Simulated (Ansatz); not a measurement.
Relaxation of B5H3 with RKS PBE-D4/def2-SVP.

```sh
$ ansatz run in.yaml --threads 4 --pin off --events-out ev --progress --plain --max-ram 3916MiB
```

```yaml
crystal:
  periodic: [false, false, false]
  atoms:
    - {symbol: B, position_ang: [0.818030, 1.241300, -1.297130]}
    - {symbol: B, position_ang: [0.570830, 1.019670, 0.176950]}
    - {symbol: B, position_ang: [-0.732670, -0.989780, 1.978540]}
    - {symbol: B, position_ang: [-0.030830, -0.177080, -0.810920]}
    - {symbol: B, position_ang: [-0.156060, -0.146900, 0.884520]}
    - {symbol: H, position_ang: [-1.182820, -1.643290, 2.824180]}
    - {symbol: H, position_ang: [-0.469950, -1.043280, -1.469320]}
    - {symbol: H, position_ang: [1.183470, 1.739360, -2.286810]}
basis:
  gaussian: {orbitals: def2-SVP}
hamiltonian: {xc: pbe, dispersion: d4}
scf: {omitted_lower_state_checks: [starts]}
output: {orbitals: {seedname: orbitals}}
relax: {f_tol: 0.02, max_steps: 100}
```

Run time 10 s (4 threads of Intel Xeon on a shared host).

Positions (Å) and forces (eV/Å) at steps 1, 2, 3, 4, 5, 6, 7, 8, 9, 10, 11, 12, 13, 14 of 14:

```xyz
8
step=1 energy=-3417.2541 eV
B     0.818    1.241   -1.297    0.279    0.389   -0.651
B     0.571    1.020    0.177    0.133    0.405    1.168
B    -0.733   -0.990    1.979   -0.279   -0.408    0.479
B    -0.031   -0.177   -0.811   -0.009    0.064    0.523
B    -0.156   -0.147    0.885    0.408    0.568   -0.887
H    -1.183   -1.643    2.824   -0.430   -0.638    0.771
H    -0.470   -1.043   -1.469   -0.320   -0.640   -0.544
H     1.183    1.739   -2.287    0.219    0.261   -0.859
8
step=2 energy=-3417.3955 eV
B     0.834    1.265   -1.319    0.136    0.213   -0.221
B     0.584    1.047    0.187    0.129    0.284    0.421
B    -0.748   -1.012    2.005   -0.064   -0.094    0.087
B    -0.024   -0.162   -0.799   -0.129   -0.210    0.142
B    -0.149   -0.132    0.899    0.105    0.156   -0.193
H    -1.215   -1.697    2.856   -0.124   -0.192    0.181
H    -0.471   -1.046   -1.473   -0.081   -0.167   -0.187
H     1.189    1.737   -2.355    0.027    0.011   -0.231
8
step=3 energy=-3417.4186 eV
B     0.842    1.278   -1.326    0.041    0.058   -0.043
B     0.600    1.076    0.199    0.032    0.059   -0.004
B    -0.753   -1.020    2.010   -0.005   -0.011   -0.022
B    -0.021   -0.154   -0.781   -0.102   -0.171    0.039
B    -0.139   -0.110    0.916    0.030    0.063    0.070
H    -1.236   -1.737    2.845    0.008    0.003   -0.061
H    -0.472   -1.044   -1.467    0.025    0.041   -0.023
H     1.179    1.712   -2.397   -0.029   -0.042    0.044
8
step=4 energy=-3417.4383 eV
B     0.834    1.262   -1.337    0.004    0.058    0.115
B     0.610    1.120    0.198    0.028   -0.008   -0.050
B    -0.743   -1.012    1.998    0.013    0.000   -0.109
B    -0.031   -0.152   -0.723   -0.026   -0.077    0.013
B    -0.102   -0.043    0.974    0.029    0.113    0.040
H    -1.257   -1.796    2.747   -0.015   -0.029   -0.010
H    -0.470   -1.029   -1.431   -0.017   -0.022    0.034
H     1.159    1.650   -2.426   -0.018   -0.035   -0.034
8
step=5 energy=-3417.4738 eV
B     0.818    1.249   -1.350    0.069   -0.055    0.158
B     0.659    1.176    0.198   -0.144   -0.157   -0.063
B    -0.737   -1.000    1.956   -0.001    0.015   -0.197
B    -0.027   -0.153   -0.629   -0.006    0.134    0.066
B    -0.056    0.076    1.060    0.019   -0.048    0.159
H    -1.291   -1.885    2.576    0.144    0.208   -0.199
H    -0.475   -1.024   -1.338   -0.016   -0.063    0.067
H     1.108    1.560   -2.475   -0.066   -0.035    0.009
8
step=6 energy=-3417.5230 eV
B     0.835    1.215   -1.350   -0.214    0.042    0.113
B     0.667    1.240    0.200   -0.065   -0.313   -0.057
B    -0.720   -0.990    1.895    0.024    0.034   -0.317
B    -0.051   -0.131   -0.544    0.151    0.063    0.212
B    -0.005    0.177    1.137   -0.152   -0.155    0.216
H    -1.300   -1.950    2.393    0.290    0.458   -0.308
H    -0.490   -1.029   -1.226   -0.056   -0.030    0.034
H     1.064    1.469   -2.506    0.023   -0.099    0.107
8
step=7 energy=-3417.6149 eV
B     0.774    1.210   -1.348    0.205   -0.209    0.144
B     0.708    1.267    0.211   -0.239   -0.177   -0.113
B    -0.714   -0.968    1.810    0.170    0.124   -0.469
B    -0.030   -0.141   -0.452   -0.154    0.087    0.340
B     0.034    0.271    1.211   -0.137   -0.313    0.235
H    -1.298   -1.978    2.200    0.298    0.549   -0.311
H    -0.506   -1.037   -1.113    0.026   -0.052    0.005
H     1.031    1.376   -2.518   -0.169   -0.010    0.168
8
step=8 energy=-3417.7965 eV
B     0.783    1.145   -1.329   -0.130    0.015    0.110
B     0.707    1.300    0.223   -0.046   -0.161   -0.152
B    -0.679   -0.953    1.697    0.219    0.448   -0.672
B    -0.065   -0.133   -0.354   -0.023   -0.168    0.520
B     0.073    0.356    1.287   -0.212   -0.382    0.262
H    -1.281   -1.970    2.005    0.269    0.383   -0.259
H    -0.509   -1.047   -1.015   -0.034   -0.004   -0.008
H     0.972    1.302   -2.514   -0.043   -0.131    0.199
8
step=9 energy=-3418.0203 eV
B     0.759    1.097   -1.303   -0.183   -0.002    0.068
B     0.713    1.325    0.239    0.007   -0.149   -0.157
B    -0.655   -0.918    1.574    0.318    0.501   -0.728
B    -0.074   -0.143   -0.253   -0.033   -0.129    0.542
B     0.112    0.430    1.361   -0.309   -0.471    0.273
H    -1.253   -1.955    1.811    0.231    0.378   -0.178
H    -0.518   -1.047   -0.931    0.001    0.022   -0.020
H     0.915    1.211   -2.497   -0.032   -0.150    0.200
8
step=10 energy=-3418.1539 eV
B     0.695    1.055   -1.264    0.074   -0.187   -0.187
B     0.721    1.314    0.264   -0.111   -0.007    0.342
B    -0.609   -0.853    1.397   -1.059   -1.856    0.523
B    -0.084   -0.171   -0.140    0.148    0.264   -0.731
B     0.122    0.462    1.433    0.821    1.423    0.050
H    -1.202   -1.888    1.650    0.211    0.382   -0.168
H    -0.515   -1.037   -0.882    0.086    0.112   -0.017
H     0.872    1.118   -2.459   -0.169   -0.133    0.189
8
step=11 energy=-3418.1960 eV
B     0.689    1.017   -1.252    0.104    0.240    0.267
B     0.736    1.360    0.287   -0.273   -0.502   -0.042
B    -0.621   -0.880    1.384    0.126    0.266    0.221
B    -0.063   -0.130   -0.125   -0.170   -0.349   -0.376
B     0.141    0.497    1.482   -0.019   -0.124   -0.508
H    -1.216   -1.907    1.611    0.089    0.147   -0.073
H    -0.471   -0.980   -0.934    0.182    0.365    0.347
H     0.805    1.024   -2.454   -0.038   -0.043    0.165
8
step=12 energy=-3418.2255 eV
B     0.698    1.036   -1.243    0.060    0.080   -0.219
B     0.724    1.336    0.281    0.067    0.090   -0.136
B    -0.619   -0.870    1.410    0.001   -0.012   -0.032
B    -0.068   -0.143   -0.148   -0.071   -0.125    0.043
B     0.141    0.486    1.444   -0.123   -0.167    0.263
H    -1.213   -1.896    1.620    0.047    0.082   -0.030
H    -0.474   -0.990   -0.925    0.034    0.070    0.054
H     0.812    1.041   -2.440   -0.015   -0.020    0.057
8
step=13 energy=-3418.2287 eV
B     0.700    1.039   -1.249    0.003    0.018    0.036
B     0.724    1.335    0.279   -0.019   -0.033    0.011
B    -0.617   -0.871    1.408   -0.037   -0.047    0.002
B    -0.069   -0.144   -0.141    0.021    0.034    0.024
B     0.138    0.485    1.455    0.045    0.069   -0.032
H    -1.212   -1.894    1.608    0.003   -0.001    0.005
H    -0.471   -0.986   -0.916   -0.008   -0.021   -0.042
H     0.809    1.035   -2.444   -0.009   -0.018   -0.005
8
step=14 energy=-3418.2290 eV
B     0.698    1.040   -1.247    0.017    0.011    0.001
B     0.725    1.335    0.280   -0.011   -0.015    0.000
B    -0.620   -0.869    1.407    0.015   -0.006    0.007
B    -0.068   -0.143   -0.140   -0.006    0.002    0.012
B     0.140    0.486    1.456   -0.001    0.011   -0.006
H    -1.211   -1.894    1.608   -0.010   -0.002    0.003
H    -0.468   -0.983   -0.922    0.003    0.003   -0.014
H     0.805    1.029   -2.442   -0.007   -0.004   -0.003
```

The structure comes from a short search, and lower isomers may exist.
